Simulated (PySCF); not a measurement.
Compound: H₈N₂Si₂.
SMILES with atom numbers: `[NH2:1][SiH2:2][SiH2:3][NH2:4]` (hydrogens: H5, H6 on N1; H7, H8 on Si2; H9, H10 on Si3; H11, H12 on N4)

Cartesian coordinates in Å at the GFN2-xTB level; atoms count from 1:
```xyz
12
H8N2Si2 angstrom
N     -1.719   -0.824   -0.068
Si    -1.103    0.773    0.175
Si     1.184    0.670    0.012
N      1.618   -0.954   -0.391
H     -2.716   -0.970   -0.056
H     -1.263   -1.585    0.411
H     -1.791    1.548   -0.866
H     -1.533    1.383    1.451
H      1.919    0.897    1.263
H      1.717    1.671   -0.937
H      1.093   -1.422   -1.113
H      2.594   -1.189   -0.481
```

The calculation used PySCF, TDDFT B3LYP/def2-SVPD, vertical, gas phase, core orbitals frozen in the response.

Ground-to-excited transition dipoles (e·a0, same axes as the geometry; the sign carries no meaning), for the states with f of 0.002 or more among the lowest 7:

| state | E (eV) | μx | μy | μz |
| --- | --- | --- | --- | --- |
| S2 | 5.527 | 0.093 | 0.042 | -0.232 |
| S3 | 6.407 | 0.036 | -0.039 | 0.160 |
| S4 | 6.573 | 0.015 | 0.198 | 0.045 |
| S5 | 6.604 | -0.024 | -0.426 | -0.090 |
| S6 | 6.752 | -0.248 | -0.006 | 0.083 |
| S7 | 6.893 | -0.020 | -0.381 | -0.078 |

Work out the oscillator strengths.

f = (2/3) ΔE |μ|² with ΔE in hartree (27.2114 eV).

| state | \|μ\|² (au) | \|μ\| (D) | f |
| --- | --- | --- | --- |
| S2 | 0.064 | 0.64 | 0.009 |
| S3 | 0.029 | 0.43 | 0.004 |
| S4 | 0.041 | 0.52 | 0.007 |
| S5 | 0.190 | 1.11 | 0.031 |
| S6 | 0.069 | 0.67 | 0.011 |
| S7 | 0.151 | 0.99 | 0.026 |

Label these states by symmetry in C2.

From a totally symmetric ground state, an allowed state transforms like the component of the dipole operator along its μ. Polarised along the twofold axis, so A: S4, S5 and S7. Polarised across the twofold axis, so B: S2, S3 and S6.

Which bond between heavy atoms lies closest to the direction of the S5 transition dipole?

Si3–N4 and N1–Si2, at 18° from it; next Si2–Si3 at 90°.

What angle do the transition dipoles of S6 and S7 make?

|cos θ| = |μa·μb| / (|μa| |μb|) = 0.00, so θ ≈ 90° (taken between 0 and 90°, since the signs are arbitrary).

What peak molar absorption coefficient would the strongest computed level give as a lone Gaussian band 0.3 eV wide at half height?

ε(max) = 2.175×10⁸ f / FWHM, with the width in cm⁻¹. S5: 2.175×10⁸ × 0.0307 / 2420 ≈ 2800 L mol⁻¹ cm⁻¹.

One conformer stands for the species.
